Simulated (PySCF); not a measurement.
SMILES COC[SiH2]C(=O)OC, singlet (GFN2-xTB optimised geometry):

```
18

C      2.933    -1.536    -0.782
O      2.303    -0.327    -0.447
C      0.891    -0.407    -0.477
Si     0.272     1.331     0.000
C     -1.653     1.331     0.000
O     -2.350     2.314     0.000
O     -2.148     0.086     0.029
C     -3.566    -0.043     0.066
H      2.659    -2.335    -0.081
H      2.666    -1.855    -1.798
H      4.006    -1.358    -0.728
H      0.554    -0.712    -1.479
H      0.541    -1.180     0.221
H      0.722     2.335    -0.964
H      0.710     1.670     1.356
H     -4.006     0.393    -0.834
H     -3.778    -1.108     0.119
H     -3.968     0.475     0.938
```

Computed with PBE/def2-SVP (PySCF).

What are the frontier orbital energies and the dipole moment?

HOMO-2 -7.14 eV, HOMO-1 -5.88 eV, HOMO -5.76 eV, LUMO -1.30 eV, LUMO+1 0.28 eV; dipole moment 3.01 D.

Meta-Löwdin charges at PBE/def2-SVP: C1 -0.09, O2 -0.37, C3 -0.20, Si4 0.55, C5 0.26, O6 -0.39, O7 -0.30, C8 -0.11, H9 0.08, H10 0.08, H11 0.11, H12 0.09, H13 0.09, H14 -0.08, H15 -0.07, H16 0.11, H17 0.12, H18 0.11.
